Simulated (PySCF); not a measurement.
A PySCF script (with the pyscf-properties extension) for the NMR shieldings of `s1c(S[SiH3])cc2sccc21`, C$_{6}$H$_{6}$S$_{3}$Si, on a PBE0-D3(BJ)/def2-SVP geometry:

```python
import basis_set_exchange as bse
import numpy as np
from pyscf import gto, dft
from pyscf.prop import nmr

atoms = """
Si    3.615902   -0.888891    0.421955
S     2.651686    0.072056   -1.253590
C     0.998106   -0.020205   -0.652071
C     0.308408    0.951774    0.032280
C    -1.018372    0.533480    0.313430
S    -2.378336    1.231136    1.119586
C    -3.326826   -0.184939    0.819325
C    -2.652855   -1.160081    0.134654
C    -1.323866   -0.745397   -0.156673
S     0.033218   -1.444762   -0.961931
H     5.069893   -0.916973    0.088318
H     3.094750   -2.275139    0.597470
H     3.384924   -0.106760    1.671141
H     0.751144    1.908584    0.307334
H    -4.356738   -0.219849    1.172897
H    -3.090433   -2.118247   -0.144393
"""
names = dict.fromkeys(["Si", "S", "C", "H"], "pcSseg-1")
basis = {el: gto.basis.parse(bse.get_basis(n, elements=[el], fmt="nwchem")) for el, n in names.items()}
mol = gto.M(atom=atoms, basis=basis, charge=0, verbose=0)
mf = dft.RKS(mol, xc="PBE0")
mf.grids.level = 2
mf.grids.alignment = dft.numint.BLKSIZE   # the property module wants whole blocks of grid points
mf.conv_tol = 1e-9
mf.kernel()

calc = nmr.RKS(mf)   # GIAO
C = mf.mo_coeff
Co = C[:, mf.mo_occ > 0]
resp = mf.gen_response(singlet=True, hermi=2)
def vind(x):   # induced exchange potential for any number of trial vectors
    d = np.einsum("pi,xij,qj->xpq", C, 2 * x.reshape(-1, C.shape[1], Co.shape[1]), Co, optimize=True)
    return np.einsum("xpq,pi,qj->xij", resp(d - d.transpose(0, 2, 1)), C, Co, optimize=True).ravel()
mo1, _ = nmr.rhf.solve_mo1(calc, with_cphf=vind)
sigma = calc.kernel(mo1)
for i, s in enumerate(sigma):   # ppm
    w = np.linalg.eigvalsh((s + s.T) / 2)
    print("%2d %-2s iso %8.1f  s11 %8.1f  s22 %8.1f  s33 %8.1f" % (i, mol.atom_pure_symbol(i), w.mean(), *w))
```

**Question.** What are the results?

**Answer.** 
```
 0 Si iso    389.6  s11    326.2  s22    383.0  s33    459.5
 1 S  iso    624.8  s11    486.2  s22    521.5  s33    866.7
 2 C  iso     42.3  s11    -34.1  s22     63.0  s33     98.1
 3 C  iso     51.0  s11    -32.4  s22     47.9  s33    137.7
 4 C  iso     40.7  s11     -9.6  s22     18.9  s33    112.7
 5 S  iso    318.1  s11    181.0  s22    344.2  s33    429.1
 6 C  iso     49.0  s11    -41.0  s22     56.2  s33    131.9
 7 C  iso     60.2  s11    -21.4  s22     48.3  s33    153.9
 8 C  iso     36.1  s11    -13.2  s22     12.4  s33    109.2
 9 S  iso    287.8  s11    130.2  s22    328.2  s33    405.1
10 H  iso     26.5  s11     23.3  s22     23.4  s33     32.8
11 H  iso     26.6  s11     22.3  s22     26.1  s33     31.3
12 H  iso     26.7  s11     22.7  s22     25.6  s33     31.8
13 H  iso     23.8  s11     19.4  s22     23.9  s33     28.2
14 H  iso     24.0  s11     20.5  s22     24.6  s33     27.0
15 H  iso     24.1  s11     19.7  s22     25.8  s33     26.7
```

These numbers come from an equivalent density-fitted implementation of the same equations, which agrees with the script to about 0.01 ppm for H and up to a few tenths of a ppm for heavy atoms, so last digits may differ.

**Question.** Turn these shieldings into chemical shifts. Shifts are taken against calculated references (same method and geometry level): TMS for 29Si (σref 351.99) and 13C (σref 184.41) and 1H (σref 31.27); 33S (σref 495.66) against CS2.

**Answer.** Averaging equivalent atoms: Si 0: -37.6; S 9: 208; S 5: 178; S 1: -129; C 8: 148.3; C 4: 143.7; C 2: 142.1; C 6: 135.4; C 3: 133.4; C 7: 124.2; H 13: 7.44; H 14: 7.25; H 15: 7.21; H 10/11/12: 4.67 ppm. 

Size and cost of the density-fitted run: 228 basis functions, 2.2 min wall time on 1 thread of an Intel Xeon, shared host; peak memory 1.1 GiB.
